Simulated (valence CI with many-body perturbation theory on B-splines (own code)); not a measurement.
## Which ion has this spectrum?

A relativistic CI+MBPT calculation for an atom or ion with 5 electrons gives these levels (× 10³ cm⁻¹):

```tsv
J	Parity	E	g
1/2	odd	0.00	0.65
3/2	odd	554.92	1.33
1/2	even	730.11	2.47
3/2	even	1095.5	1.70
5/2	even	1244.4	1.46
3/2	even	1525.4	0.90
1/2	even	1594.2	1.10
5/2	even	1812.9	1.32
1/2	even	2185.3	1.74
3/2	even	2195.9	1.24
3/2	odd	2382.9	1.53
3/2	odd	2812.7	1.32
5/2	odd	2915.8	1.19
1/2	odd	3122.2	0.65
```

The energies are calculated, and their last digits are not significant.

Which is it?
A. Rb32+
B. Br30+
C. Y34+
D. Zr35+

A. Rb32+, ground level (2s^2 2p1/2) J=1/2.
